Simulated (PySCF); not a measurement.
Be(I)(OSiH3) (BeH3IOSi), SMILES [SiH3][O][Be][I].

Geometry optimised at PBE-D3(BJ)/def2-SVP. The def2 effective core potentials stand for the cores of I; spin–orbit coupling is left out. Other conformers were not sampled.

The numbers are results of TDDFT-M06-2X/def2-SVPD in PySCF 2.14.0, not measurements.

Vertical excitations; the highest root listed may be one member of a degenerate set.  State labels are in the subgroup Cs.

```tsv
state	symmetry	energy (eV)	λ (nm)	f	main pairs
S1	A'	6.21	200	0.053	HOMO→LUMO (degenerate set)
S2	A"	6.21	200	0.053	HOMO−1→LUMO (degenerate set)
S3	A"	6.51	190	0.000	HOMO→LUMO+1 40 %, HOMO−1→LUMO+2 40 %
S4	A"	6.70	185	0.000	HOMO−1→LUMO+2, HOMO→LUMO+1 (degenerate set)
S5	A'	6.70	185	0.000	HOMO−1→LUMO+1, HOMO→LUMO+2 (degenerate set)
S6	A'	7.30	170	0.204	HOMO→LUMO+2 37 %, HOMO−1→LUMO+1 37 %, HOMO−4→LUMO 13 %
S7	A'	7.46	166	0.009	HOMO−2→LUMO, HOMO→LUMO+3 (degenerate set)
S8	A"	7.46	166	0.009	HOMO−3→LUMO, HOMO−1→LUMO+3 (degenerate set)
S9	A'	7.68	161	0.008	HOMO→LUMO+3, HOMO−2→LUMO (degenerate set)
S10	A"	7.68	161	0.008	HOMO−1→LUMO+3, HOMO−3→LUMO (degenerate set)
T1	A'	5.99	207	0	HOMO→LUMO (degenerate set)
T2	A"	5.99	207	0	HOMO−1→LUMO (degenerate set)
T3	A'	6.30	197	0	HOMO−1→LUMO+1 36 %, HOMO→LUMO+2 36 %, HOMO−1→LUMO+5 7 %, HOMO→LUMO+6 7 %
T4	A"	6.52	190	0	HOMO→LUMO+1 40 %, HOMO−1→LUMO+2 40 %
```
Triplets are in the Tamm–Dancoff approximation, which puts them higher than full response would, so one can lie above its singlet here.
